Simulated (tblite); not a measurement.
C4H11NO2Si2.
Bonds: C1–C2 (double), C2–Si3, Si3–N4, C2–C5, C5–O6 (double), C5–C7, C7–O8, O8–Si9. Hydrogens: H10, H11 on C1; H12, H13 on Si3; H14, H15 on N4; H16, H17 on C7; H18, H19, H20 on Si9.

A start from a force field or distance geometry was refined with GFN2-xTB geometry optimisation, gas phase in tblite 0.8.0. Values at the start:

```
  coordinate    start
       C1=C2  1.328 Å
      C1–H10  1.082 Å
      C1–H11  1.097 Å
      C2–Si3  1.835 Å
       C2–C5  1.487 Å
      Si3–N4  1.699 Å
     Si3–H12  1.487 Å
      N4–H14  1.025 Å
       C5=O6  1.244 Å
       C5–C7  1.533 Å
       C7–O8  1.426 Å
      C7–H16  1.102 Å
      O8–Si9  1.660 Å
     Si9–H18  1.477 Å
     Si9–H19  1.489 Å
   C1–C2–Si3   126.3°
    C1–C2–C5   117.0°
   C2–Si3–N4   109.7°
    C2–C5–O6   118.7°
    C2–C5–C7   120.9°
   Si3–C2–C5   116.7°
    C5–C7–O8   114.0°
   C7–O8–Si9   118.1°
 C1–C2–C5–O6     -53°
 C2–C5–C7–O8     -20°
C5–C7–O8–Si9    -175°
```

Task: How do these coordinates change at the GFN2-xTB level?

Result: 
| coordinate | GFN2-xTB (Å or °) | change |
| --- | --- | --- |
| C2–Si3 | 1.895 | +0.060 |
| O8–Si9 | 1.624 | -0.036 |
| Si9–H19 | 1.455 | -0.034 |
| C5=O6 | 1.210 | -0.034 |
| C7–O8 | 1.393 | -0.033 |
| C2–C5 | 1.463 | -0.024 |
| Si3–H12 | 1.465 | -0.022 |
| Si3–N4 | 1.720 | +0.021 |
| C1–H11 | 1.077 | -0.020 |
| N4–H14 | 1.007 | -0.018 |
| Si9–H18 | 1.465 | -0.012 |
| C5–C7 | 1.526 | -0.007 |
| C7–H16 | 1.098 | -0.004 |
| C1–H10 | 1.080 | -0.002 |
| C1=C2 | 1.326 | -0.002 |
| C7–O8–Si9 | 127.0 | +8.9 |
| C2–C5–C7 | 114.6 | -6.3 |
| C2–C5–O6 | 124.9 | +6.2 |
| C2–Si3–N4 | 105.0 | -4.7 |
| C1–C2–Si3 | 122.3 | -4.0 |
| C1–C2–C5 | 120.8 | +3.8 |
| C5–C7–O8 | 111.8 | -2.2 |
| Si3–C2–C5 | 116.9 | +0.2 |
| C2–C5–C7–O8 | -9 | +11 |
| C5–C7–O8–Si9 | -167 | +8 |
| C1–C2–C5–O6 | -57 | -4 |

The energy falls by 49.6 kJ/mol over 114 L-BFGS steps, the largest force on an atom goes from 2.32 to 0.009 eV/Å, and the atoms move by 0.365 Å rms after alignment. The bond that changes most is C2–Si3 (fully substituted alkene carbon to SiH2 silicon), which lengthens by 0.060 Å. Bonds longer at the end by more than 0.005 Å: 3 of 19; shorter: 12. Among the dihedrals that turn most is H12–Si3–N4–H15, from 179° to -165°. Rotational constants go from 1336, 814.7, 580.0 to 1309, 956.1, 649.3 MHz.

The run took 1.8 s wall on one thread, Arm Neoverse N1 (aarch64), no GPU (shared host).

Its GFN2-xTB frequencies are all real (lowest 23 cm⁻¹). The numbers are those of one conformer. 3 starts were optimised and ended at 0.00, 1.92 and 6.06 kcal/mol (GFN2-xTB); the lowest of these is shown.

The numbers are calculated, not measured.
